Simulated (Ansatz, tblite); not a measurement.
Removing and adding an electron: SiH2MeEt (C3H10Si). Charge 0, multiplicity 1. Geometry: PBE-D4/def2-SVP. Ansatz, gas phase; energy differences of separate SCF runs; the oxidised species was run as a doublet alone; the reduced species was run as a doublet alone.

Cartesian coordinates in Å:
```
Si 0.546 -0.739 -0.028
H 2.001 -0.367 -0.186
H 0.429 -1.559 1.234
C -0.017 -1.767 -1.514
H 0.079 -1.188 -2.455
H -1.079 -2.070 -1.405
H 0.592 -2.688 -1.616
C -0.489 0.844 0.155
C -0.105 1.719 1.356
H -1.559 0.542 0.218
H -0.397 1.419 -0.793
H -0.732 2.632 1.422
H -0.221 1.171 2.314
H 0.953 2.051 1.298
```

The xTB rows come from tblite. Correlated methods freeze 8 core orbitals. HOMO above LUMO, or a gap near zero within one spin, warns that the state may not be the lowest or that an electron is smeared out.

| level | −HOMO (eV) | vertical IE (eV) | −LUMO (eV) | vertical EA (eV) | HOMO–LUMO gap (eV) | IE − EA (eV) | remarks |
| --- | --- | --- | --- | --- | --- | --- | --- |
| GFN1-xTB | 11.64 | 14.42 | 4.92 | 2.27 | 6.73 | 12.16 | – |
| HF/def2-TZVP | – | 9.67 | – | – | – | – | – |
| PBE-D4/def2-TZVPD | 6.94 | – | 0.32 | -1.09 | 6.62 | – | HOMO above zero (-1 doublet), gap within one spin near zero (-1 doublet) |
| r2SCAN-D4/def2-TZVP | 7.19 | 10.04 | -0.65 | – | 7.84 | – | – |
| MP2/def2-TZVP | – | 10.59 | – | – | – | – | – |
| CCSD(T)/def2-TZVP | – | 10.47 | – | – | – | – | – |

Estimate the rows for GFN2-xTB, PBE-D4/def2-TZVP, r2SCAN-D4/def2-TZVPD, PBE0-D4/def2-TZVP, PBE0-D4/def2-TZVPD, CCSD/def2-TZVP.


```json
{"level": "GFN2-xTB", "−HOMO (eV)": "10.58", "vertical IE (eV)": "13.48", "−LUMO (eV)": "4.46", "vertical EA (eV)": "1.17", "HOMO–LUMO gap (eV)": "6.13", "IE − EA (eV)": "12.32", "remarks": "–"}
{"level": "PBE-D4/def2-TZVP", "−HOMO (eV)": "6.93", "vertical IE (eV)": "9.95", "−LUMO (eV)": "-0.10", "vertical EA (eV)": "–", "HOMO–LUMO gap (eV)": "7.03", "IE − EA (eV)": "–", "remarks": "gap within one spin near zero (+1 doublet)"}
{"level": "r2SCAN-D4/def2-TZVPD", "−HOMO (eV)": "7.19", "vertical IE (eV)": "–", "−LUMO (eV)": "-0.36", "vertical EA (eV)": "-1.29", "HOMO–LUMO gap (eV)": "7.56", "IE − EA (eV)": "–", "remarks": "HOMO above zero (-1 doublet)"}
{"level": "PBE0-D4/def2-TZVP", "−HOMO (eV)": "8.20", "vertical IE (eV)": "10.22", "−LUMO (eV)": "-0.89", "vertical EA (eV)": "–", "HOMO–LUMO gap (eV)": "9.09", "IE − EA (eV)": "–", "remarks": "–"}
{"level": "PBE0-D4/def2-TZVPD", "−HOMO (eV)": "8.20", "vertical IE (eV)": "–", "−LUMO (eV)": "-0.32", "vertical EA (eV)": "-1.28", "HOMO–LUMO gap (eV)": "8.52", "IE − EA (eV)": "–", "remarks": "HOMO above zero (-1 doublet)"}
{"level": "CCSD/def2-TZVP", "−HOMO (eV)": "–", "vertical IE (eV)": "10.46", "−LUMO (eV)": "–", "vertical EA (eV)": "–", "HOMO–LUMO gap (eV)": "–", "IE − EA (eV)": "–", "remarks": "–"}
```

   A HOMO above zero means that the electron is unbound at that level or that self-interaction error raises the level; the energy of removing that electron tells which. Raw xTB energy differences between charge states are shifted by several eV; the methods need an empirical correction for them. A negative affinity means that the extra electron isn't bound; its size then hangs on the basis.
